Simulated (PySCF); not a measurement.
SMILES C#Cc1ccc(N)cc1, C8H7N

Cartesian coordinates in Å; atom numbers follow the order of the lines, from 1:
```xyz
16

C     3.979    0.292   -0.869
C     2.801    0.140   -0.618
C     1.417   -0.040   -0.322
C     0.628    1.029    0.140
C    -0.717    0.857    0.426
C    -1.335   -0.396    0.262
N    -2.658   -0.579    0.586
C    -0.548   -1.467   -0.200
C     0.797   -1.291   -0.485
H     5.022    0.427   -1.090
H     1.089    2.010    0.272
H    -1.307    1.704    0.787
H    -3.123   -1.391    0.204
H    -3.241    0.244    0.645
H    -1.005   -2.451   -0.333
H     1.389   -2.134   -0.844
```

Computed, not measured: TDDFT CAM-B3LYP/aug-cc-pVDZ excited states, vertical, gas phase (PySCF). Geometry: PBE0-D3(BJ)/def2-SVP.

(1) Give the one- and two-photon strengths of the lowest singlets.

Answers

(1) δ for parallel linear polarisation; σ at the peak of a Lorentzian of half width 0.1 eV, single beam; Ω is circular over linear.
```
state  E (eV)      f  photon λ (nm)  δ (au)  σ (GM)     Ω                                   main
   S1    4.63  0.026            536    1.41    0.01  1.50   HOMO→LUMO+4 0.78, HOMO−1→LUMO+1 0.10
   S2    4.78  0.154            518    85.2    0.71  1.14       HOMO→LUMO 0.74, HOMO→LUMO+1 0.16
   S3    4.90  0.318            506     251    2.20  0.78       HOMO→LUMO+1 0.76, HOMO→LUMO 0.15
   S4    5.48  0.012            452    38.3    0.42  1.09     HOMO→LUMO+3 0.81, HOMO→LUMO+5 0.10
   S5    5.50  0.000            451    5.23    0.06  1.50                       HOMO→LUMO+2 0.79
   S6    5.75  0.000            431    <0.1    0.00     –  HOMO−2→LUMO+1 0.34, HOMO→LUMO+11 0.19
```

Among these, the strongest one-photon state is S3, the strongest two-photon state S3, with a dipole change of 2.8 D (relaxed, norm of the difference vector).
